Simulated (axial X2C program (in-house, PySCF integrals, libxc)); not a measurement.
Bond lengths and stretching modes, held linear, of SGaS⁺

Computed with an in-house all-electron X2C program for linear molecules (integrals from PySCF): two-component X2C with atomic mean-field Coulomb and Gaunt terms, Gaussian nuclei, basis S dyall-av3z, Ga dyall-v3z with contracted cores. Spin-free rows use the one-electron spin-free X2C Hamiltonian.

Masses S 31.972, Ga 68.926, S 31.972 u. States: 2c Ω = 3 (beyond evenly filled blocks: 2 × ω = 3/2); spin-free M_S = 1, Λ = 2 (beyond evenly filled blocks: 2 × π+α, 2 × π+β, 2 × π-α).

HF, 2c: energies above the lowest point

```json
{"r(S–Ga) (Å)": "2.0806", "r(Ga–S) (Å)": "2.0806", "E (meV)": "67.71"}
{"r(S–Ga) (Å)": "2.0806", "r(Ga–S) (Å)": "2.1340", "E (meV)": "34.01"}
{"r(S–Ga) (Å)": "2.0806", "r(Ga–S) (Å)": "2.1873", "E (meV)": "52.07"}
{"r(S–Ga) (Å)": "2.1340", "r(Ga–S) (Å)": "2.0806", "E (meV)": "34.01"}
{"r(S–Ga) (Å)": "2.1340", "r(Ga–S) (Å)": "2.1340", "E (meV)": "0.00"}
{"r(S–Ga) (Å)": "2.1340", "r(Ga–S) (Å)": "2.1873", "E (meV)": "17.59"}
{"r(S–Ga) (Å)": "2.1340", "r(Ga–S) (Å)": "2.2407", "E (meV)": "76.11"}
{"r(S–Ga) (Å)": "2.1873", "r(Ga–S) (Å)": "2.0806", "E (meV)": "52.07"}
{"r(S–Ga) (Å)": "2.1873", "r(Ga–S) (Å)": "2.1340", "E (meV)": "17.59"}
{"r(S–Ga) (Å)": "2.1873", "r(Ga–S) (Å)": "2.1873", "E (meV)": "34.57"}
{"r(S–Ga) (Å)": "2.2407", "r(Ga–S) (Å)": "2.1340", "E (meV)": "76.11"}
{"r(S–Ga) (Å)": "2.2407", "r(Ga–S) (Å)": "2.2407", "E (meV)": "149.34"}
```

Fit a quadratic surface with cubic terms in each bond: where is the minimum, and what are the two stretching wavenumbers?

At HF, 2c: bonds 2.141 and 2.141 Å; harmonic stretches 384.7 and 540.6 cm⁻¹; force constants 2.82, 2.82 and coupling -0.03 mdyn/Å.

The other levels and Hamiltonians give:

```csv
Hamiltonian,level,r(S–Ga) (Å),r(Ga–S) (Å),lower stretch (cm⁻¹),upper stretch (cm⁻¹)
2c,PBE0,2.132,2.132,369.7,527.6
2c,TPSSh,2.138,2.138,362.2,518.8
2c,MP2,2.128,2.128,380.6,540.8
spin-free,PBE0,2.132,2.132,369.8,527.8
spin-free,HF,2.141,2.141,384.9,540.9
spin-free,TPSSh,2.138,2.138,362.2,518.9
spin-free,MP2,2.128,2.128,380.7,541.0
```

Each state is one determinant, the lowest of a limited PBE0 search; the stretches come from a fit to these few points and carry an uncertainty of a few per cent. Other orders of the atoms were not compared. MP2 freezes inner shells (threshold -2 hartree). The molecule was held linear; bending was not examined, so a bent shape may lie lower. Open-shell Ω = 0 determinants with evenly filled partner blocks cannot be reached by this program, so the Ω shown need not be the lowest component. Note: functional without a current term on a determinant with orbital currents, of the molecule or an atom. Note: several unpaired electrons, one determinant need not be a pure state.
